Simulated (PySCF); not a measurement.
A structure optimised at PBE-D3(BJ)/def2-SVP, used in a PySCF frequency run:

```xyz
7

Sc     0.0000     0.0000     0.0000
O      0.3465     1.8504     0.0000
H      1.0619     2.5044     0.0000
O      1.4292    -1.2253     0.0000
H      1.6379    -2.1718     0.0000
O     -1.7757    -0.6251     0.0000
H     -2.6998    -0.3326     0.0000
```

Problem. Write its SMILES, formula and point group.

Solution. [OH][Sc]([OH])[OH], H3O3Sc, C3h

Problem. What are its rotational constants (standard atomic weights)?

Solution. 5.2513, 5.2513, 2.6256 GHz
